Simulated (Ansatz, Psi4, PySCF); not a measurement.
System: C₂HClF₂, charge 0, multiplicity 1. SMILES: FC(F)=CCl
Geometry from a B3LYP-D3(BJ)/def2-TZVP (Ansatz, an electronic-structure program) optimisation:
```
C
F 1 1.3142
C 1 1.3211 2 125.89
F 1 1.3214 2 110.95 3 180.00
H 3 1.0772 1 120.39 2 -180.00
Cl 3 1.7210 5 117.15 1 -180.00
```
Charge 0, spin multiplicity 1.

Quantity: size of the dipole moment, in D. Terms: spin-orbit terms left out; LANL2DZ with its own core potentials from Na on; six Cartesian d functions in 6-31G* and its kin unless marked 5d; no dispersion term unless named; non-relativistic. Ab initio and DFT rows: single points at B3LYP-D3(BJ) geometries (Ansatz).

```csv
level,program,size of the dipole moment (D)
SVWN5/6-31G*,Ansatz,1.01
PBE/LANL2DZ,Ansatz,1.23
PBE/def2-SVP,Ansatz,0.85
BP86/def2-SVP,PySCF,0.87
B3LYP/6-31+G*,Ansatz,1.11
B3LYP/6-31G**,Ansatz,1.04
B3LYP/def2-SVP,Ansatz,0.95
M06-2X/6-31G* (5d),PySCF,1.08
wB97X-D/6-31G*,Psi4,1.09
```

No value to compare with is used here. The 9 habitual levels span 0.85 (PBE/def2-SVP) to 1.23 D (PBE/LANL2DZ).

The levels are drawn from those run, B3LYP/6-31G* more often than the rest, none by its result; left out are runs that failed, that the program found above a lower state of the same kind, or whose <S^2> lies over 0.5 above the pure value.
